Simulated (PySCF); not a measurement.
3-chloro-2-methylpentane, C6H13Cl.
Cartesian coordinates in Å at the GFN2-xTB level; atoms count from 1:
```
atom  x, y, z in Å
C1     2.816    0.167    0.028
C2     1.396    0.040    0.566
C3     0.364   -0.039   -0.553
Cl4    0.307    1.541   -1.400
C5    -1.041   -0.440   -0.089
C6    -1.959   -0.652   -1.292
C7    -1.655    0.572    0.876
H8     2.915    1.067   -0.574
H9     3.528    0.220    0.848
H10    3.068   -0.691   -0.592
H11    1.313   -0.868    1.168
H12    1.175    0.894    1.208
H13    0.703   -0.754   -1.310
H14   -0.927   -1.398    0.433
H15   -1.537   -1.388   -1.973
H16   -2.094    0.282   -1.832
H17   -2.934   -1.006   -0.965
H18   -1.066    0.656    1.785
H19   -2.659    0.257    1.150
H20   -1.718    1.551    0.407
```

A PySCF run (density fitting, gas phase, GFN2-xTB geometry) gave HOMO -8.06 eV, LUMO 1.63 eV, dipole 2.28 D and E = -692.749 Eh.

Question: Which of these levels was it?
A. PBE0/pcSseg-1
B. PBE0/def2-SVPD
C. PBE0/MINI
D. wB97X-D/IGLO-II
E. PBE0/3-21G

Answer: E. It is PBE0/3-21G. All candidates on this geometry:

| level and settings | kind | basis functions | SCF cycles | E (Eh) | HOMO (eV) | LUMO (eV) | dipole (D) |
| --- | --- | --- | --- | --- | --- | --- | --- |
| PBE0/def2-SVPD | global hybrid | 251 | 13 | -695.9440 | -8.23 | 0.60 | 2.07 |
| PBE0/pcSseg-1 | global hybrid | 191 | 12 | -696.1848 | -8.22 | 1.21 | 2.06 |
| PBE0/MINI, grid level 1 | global hybrid | 52 | 8 | -692.0562 | -8.87 | 0.79 | 1.71 |
| PBE0/3-21G, grid level 4, start guess sap | global hybrid | 93 | 15 | -692.7493 | -8.06 | 1.63 | 2.28 |
| wB97X-D/IGLO-II, grid level 3 | range-separated hybrid | 245 | 13 | -696.6328 | -10.02 | 3.08 | 1.91 |

The nearest other candidate, by the summed differences of HOMO and LUMO, is PBE0/pcSseg-1: its HOMO differs by -0.16 eV and its LUMO by -0.42 eV. wB97X-D ran without the empirical dispersion term, which would shift the total energy alone. Cycle counts include a coarse-grid stage where the run had one.
